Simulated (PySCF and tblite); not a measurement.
The numbers below are computed, except where a source is named.
C9H12O3, numbered as in [CH3:1][O:2][C:3](=[O:4])[c:5]1[cH:6][cH:7][o:8][c:9]1[CH:10]([CH3:11])[CH3:12]. Geometries GFN2-xTB; weights from PBE0-D3(BJ)/6-31G* energies and GFN2-xTB thermal corrections, with symmetry numbers and mirror pairs. Conformers within 2.5 kcal/mol (GFN2-xTB free energy) were kept, 4 at most. GIAO shieldings: PBE0/6-31G*. Shifts are against TMS (¹H), TMS (¹³C) at the same level. Programs: PySCF with density fitting and tblite.

Torsions listed: C1–O2–C3–O4, O2–C3–C5–C6, O8–C9–C10–C11. Of a mirror pair one member is shown.

```json
{"conformer": "1", "shape": "0°, 1°, 77°", "point group": "C1", "mirror pair": "yes", "ΔE(DFT)": "0.00", "Δ(G−E) at 298.15 K": "0.00", "δ H10 (ppm)": "4.53"}
{"conformer": "2", "shape": "0°, 0°, -118°", "point group": "Cs", "mirror pair": "no", "ΔE(DFT)": "0.33", "Δ(G−E) at 298.15 K": "1.09", "δ H10 (ppm)": "3.22"}
{"conformer": "3", "shape": "0°, -174°, 88°", "point group": "C1", "mirror pair": "yes", "ΔE(DFT)": "0.82", "Δ(G−E) at 298.15 K": "0.39", "δ H10 (ppm)": "3.93"}
```

Energies in kcal/mol; the thermal term leaves out symmetry numbers and mirror images.

Work out the weights at 298.15 K and the ¹H shift of H10 under fast exchange.

RT = 0.592 kcal/mol. Each conformer gets RT ln(σ/g), with σ the rotational symmetry number and g = 2 for a mirror pair: 1: σ = 1, g = 2, G = 0.00 + 0.00 − 0.41 = -0.41, 0.00 above the lowest, exp(−ΔG/RT) = 1.000; 2: σ = 1, g = 1, G = 0.33 + 1.09 + 0.00 = 1.42, 1.83 above the lowest, exp(−ΔG/RT) = 0.045; 3: σ = 1, g = 2, G = 0.82 + 0.39 − 0.41 = 0.80, 1.21 above the lowest, exp(−ΔG/RT) = 0.129. The sum is 1.175, so the weights are 85.1, 3.9, 11.0 %. The averaged shift is 4.41 ppm. At 298.15 K the leading conformer alone gives 4.53 ppm and bare DFT energies give 4.04 ppm.

The minima are those of GFN2-xTB; planar forms about aryl–S or allylic bonds may be saddles in DFT.


Conformer gaps in 6-31G* on xTB geometries can be 2 kcal/mol off for S=O, P=O and other polar bonds.